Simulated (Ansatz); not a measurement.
Molecule: sum formula H3SiSO3, charge 0, multiplicity 2. It need not be the lowest isomer of its formula. SMILES: O[Si](O)([S])O
Geometry from a B3LYP-D3(BJ)/def2-TZVP (Ansatz, a quantum-chemistry and plane-wave program) optimisation:
```
Si
O 1 1.6316
H 2 0.9620 1 116.96
O 1 1.6336 2 106.04 3 -16.67
H 4 0.9604 1 118.61 2 177.04
O 1 1.6398 2 115.28 3 101.58
H 6 0.9613 1 117.80 2 62.83
S 1 2.1264 2 107.01 3 -141.38
```
Charge 0, spin multiplicity 2.

Atomisation energy built up term by term with Ansatz (kcal/mol; UHF references for open shells; valence terms freeze the core; atomic spin-orbit terms are left out). Basis-set limits of correlation are two-point, X^-3; Hartree-Fock from the larger set.

```json
[
 {"term": "Hartree-Fock", "basis": "cc-pV(Q+d)Z", "kcal/mol": "513.17"},
 {"term": "CCSD correlation", "basis": "CBS(cc-pV(T+d)Z,cc-pV(Q+d)Z)", "kcal/mol": "___"},
 {"term": "(T)", "basis": "CBS(cc-pV(T+d)Z,cc-pV(Q+d)Z)", "kcal/mol": "___"},
 {"term": "core correlation", "basis": "cc-pwCVTZ", "kcal/mol": "1.40"},
 {"term": "scalar relativity (X2C)", "basis": "cc-pVTZ-DK against cc-pVTZ", "kcal/mol": "-1.95"},
 {"term": "sum: De", "basis": "", "kcal/mol": "___"}
]
```

Question: Fill in the missing entries.

Answer: 
- CCSD correlation, kcal/mol: 218.82
- (T), kcal/mol: 15.77
- sum: De, kcal/mol: 747.2
